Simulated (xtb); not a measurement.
Input file for xtb: GFN2-xTB on CuH+, 2S+1 = 2, a spin state set in the input, which need not be the lowest, a point of a bond scan (R = 1.539 Å). Charge +1.

```
$ xtb mol.xyz --gfn 2 --sp --chrg 1 --uhf 1
2

Cu     0.00000000     0.00000000     0.00000000
H      0.00000000     0.00000000     1.53867900
```

Problem. What total energy does the run end on?

Solution. -3.8527 hartree.
